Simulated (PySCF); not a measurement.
CH5FSn, SMILES [SnH2]([F])[CH3].

Geometry: B3LYP-D3(BJ)/def2-SVP. The def2 effective core potentials stand for the cores of Sn; spin–orbit coupling is left out.

Level of theory: TDA-PBE0/def2-SVPD (PySCF).

Vertical excitations.  State labels are in the subgroup Cs.

Computed excitation energies, oscillator strengths and character:
```json
[
 {"state": "S1", "symmetry": "A'", "energy (eV)": "6.82", "λ (nm)": "182", "f": "0.002", "main pairs": "HOMO→LUMO 98 %"},
 {"state": "S2", "symmetry": "A\"", "energy (eV)": "7.12", "λ (nm)": "174", "f": "0.001", "main pairs": "HOMO−1→LUMO 97 %"},
 {"state": "S3", "symmetry": "A'", "energy (eV)": "7.80", "λ (nm)": "159", "f": "0.008", "main pairs": "HOMO→LUMO+2 78 %, HOMO→LUMO+1 19 %"},
 {"state": "S4", "symmetry": "A'", "energy (eV)": "7.96", "λ (nm)": "156", "f": "0.442", "main pairs": "HOMO→LUMO+1 69 %, HOMO→LUMO+2 20 %"},
 {"state": "S5", "symmetry": "A\"", "energy (eV)": "8.08", "λ (nm)": "153", "f": "0.028", "main pairs": "HOMO−1→LUMO+1 55 %, HOMO−1→LUMO+2 34 %"},
 {"state": "S6", "symmetry": "A\"", "energy (eV)": "8.24", "λ (nm)": "151", "f": "0.203", "main pairs": "HOMO−1→LUMO+2 59 %, HOMO−1→LUMO+1 29 %"},
 {"state": "S7", "symmetry": "A'", "energy (eV)": "8.42", "λ (nm)": "147", "f": "0.007", "main pairs": "HOMO−2→LUMO 83 %"},
 {"state": "S8", "symmetry": "A\"", "energy (eV)": "8.55", "λ (nm)": "145", "f": "0.001", "main pairs": "HOMO−3→LUMO 82 %"},
 {"state": "S9", "symmetry": "A'", "energy (eV)": "8.82", "λ (nm)": "141", "f": "0.056", "main pairs": "HOMO→LUMO+3 88 %"},
 {"state": "S10", "symmetry": "A\"", "energy (eV)": "8.86", "λ (nm)": "140", "f": "0.034", "main pairs": "HOMO→LUMO+4 65 %, HOMO−1→LUMO+3 22 %"},
 {"state": "T1", "symmetry": "A'", "energy (eV)": "6.41", "λ (nm)": "194", "f": "0", "main pairs": "HOMO→LUMO 67 %, HOMO→LUMO+1 27 %"},
 {"state": "T2", "symmetry": "A\"", "energy (eV)": "6.57", "λ (nm)": "189", "f": "0", "main pairs": "HOMO−1→LUMO 71 %, HOMO−1→LUMO+1 22 %"},
 {"state": "T3", "symmetry": "A'", "energy (eV)": "6.59", "λ (nm)": "188", "f": "0", "main pairs": "HOMO→LUMO+1 63 %, HOMO→LUMO 30 %"},
 {"state": "T4", "symmetry": "A\"", "energy (eV)": "6.80", "λ (nm)": "182", "f": "0", "main pairs": "HOMO−1→LUMO+1 58 %, HOMO−1→LUMO 26 %"}
]
```
Triplets are in the Tamm–Dancoff approximation.
